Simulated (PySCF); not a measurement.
Species: C5H10OSi.
SMILES: `C(=C)/C=C\CO[SiH3]`

All values: wB97X-D/def2-SVPD (PySCF, non-relativistic), on one gas-phase PBE0-D3(BJ)/def2-SVP geometry that isn't relaxed in the solvent. The solvent is an IEF-PCM continuum (Bondi radii, 1.10 Å for H, scaled by 1.2), and excitations are vertical TDDFT with non-equilibrium linear response and a frozen core. Specific hydrogen bonds and non-electrostatic terms are outside this model.

Gas-phase singlets (H = HOMO, L = LUMO):

| state | E (eV) | λ (nm) | f | leading configurations |
| --- | --- | --- | --- | --- |
| S1 | 5.544 | 224 | 0.691 | H→L 97% |
| S2 | 6.803 | 182 | 0.006 | H→L+1 35%, H→L+3 34%, H→L+2 14% |
| S3 | 7.000 | 177 | 0.002 | H→L+3 21%, H→L+4 18%, H→L+1 18% |
| S4 | 7.024 | 177 | 0.003 | H-2→L 42%, H-4→L 30% |
| S5 | 7.160 | 173 | 0.091 | H-1→L 64%, H→L+4 9%, H-3→L 8% |

Q: How does the list change in tetrahydrofuran (ε = 7.426)?

A: 
```csv
state,E (eV),λ (nm),f,leading configurations,change by rank (eV)
S1,5.339,232,0.797,H→L 98%,-0.205
S2,6.821,182,0.002,"H→L+3 44%, H→L+1 26%, H→L+2 12%",+0.018
S3,6.951,178,0.004,"H-2→L 50%, H-4→L 35%",-0.049
S4,7.048,176,0.001,"H-1→L+1 30%, H→L+1 28%, H→L+3 23%",+0.024
S5,7.125,174,0.103,"H-1→L 78%, H-3→L 12%",-0.035
```

Q: The ground-state energy changes by -0.120 eV from gas to tetrahydrofuran. By how much does the total energy of gas-phase S1 change?

A: E(S1) = E(S0) + excitation energy, so it changes by -0.120 − 0.205 = -0.325 eV: it is lowered more than the ground state, which is what a red shift means. This is the vertical state, with the slow part of the continuum still set for S0.

Q: How do the frontier levels move from gas to tetrahydrofuran?

A: 
```tsv
orbital	gas (eV)	solvent (eV)	change (eV)
LUMO+2	2.21	2.32	+0.11
LUMO+1	1.91	2.01	+0.10
LUMO	0.71	0.75	+0.04
HOMO	-8.41	-8.38	+0.03
HOMO-1	-10.19	-10.14	+0.05
HOMO-2	-10.88	-10.84	+0.04
HOMO-3	-11.24	-11.21	+0.03
```

The HOMO–LUMO gap goes from 9.12 to 9.13 eV.

Hardware: one thread of an Arm Neoverse V2, no GPU, on a shared host. Cost: 37 s, 1.1 GiB resident at most. This is the whole response run at wB97X-D/def2-SVPD in tetrahydrofuran, SCF included.

The values belong to the conformer `[CH2:1]=[CH:2]/[CH:3]=[CH:4]\[CH2:5][O:6][SiH3:7]`: C1–C2–C3–C4 -179°, C3–C4–C5–O6 -178°, C4–C5–O6–Si7 -175°.

Note: wB97X-D ran without an empirical dispersion term, which enters the total energy and its gradient alone.
